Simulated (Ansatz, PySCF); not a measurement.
Dimer: N2 (SMILES N#N) (first 2 atoms) with GeH4 (SMILES [GeH4]); geometry from B3LYP-D3(BJ)/def2-TZVP, rigid monomers moved along the line of their centres of mass till N1···Ge3 is 5.04 Å.
(charge 0, multiplicity 1):
```xyz
7

N     -0.440     0.512     0.142
N     -0.115     1.190    -0.649
Ge     0.248    -0.765     4.971
H      1.472    -0.157     4.271
H      0.581    -1.018     6.450
H     -0.123    -2.092     4.295
H     -0.933     0.211     4.874
```

Counterpoise-corrected where a basis set is named; no monomer relaxation.

Frozen-core correlation. Filled d and f shells under p-block atoms count as core. CBS: X⁻³ extrapolation of the correlation energy, Hartree–Fock from the larger set.

Run with Ansatz (Gaussian orbitals); PySCF for the dispersion terms. Each number belongs to the level named beside it.

PBE/def2-TZVPPD gives -0.07 kcal/mol for the interaction energy.

Task: How do the other levels lie against it? Give each less PBE: PBE-D3(BJ)/def2-TZVPPD, r2SCAN/def2-TZVPPD, B3LYP/def2-TZVPPD, wB97M-V/def2-TZVPPD, MP2/CBS(aug-cc-pVDZ, aug-cc-pVTZ), CCSD(T)/CBS(aug-cc-pVDZ, aug-cc-pVTZ).

Result: PBE-D3(BJ)/def2-TZVPPD -0.13; r2SCAN/def2-TZVPPD 0.02; B3LYP/def2-TZVPPD 0.11; wB97M-V/def2-TZVPPD -0.08; MP2/CBS(aug-cc-pVDZ, aug-cc-pVTZ) -0.09; CCSD(T)/CBS(aug-cc-pVDZ, aug-cc-pVTZ) -0.08 kcal/mol. 2 of 6 lie above PBE; the widest gap is to PBE-D3(BJ)/def2-TZVPPD.

Ansatz is a first-principles code.
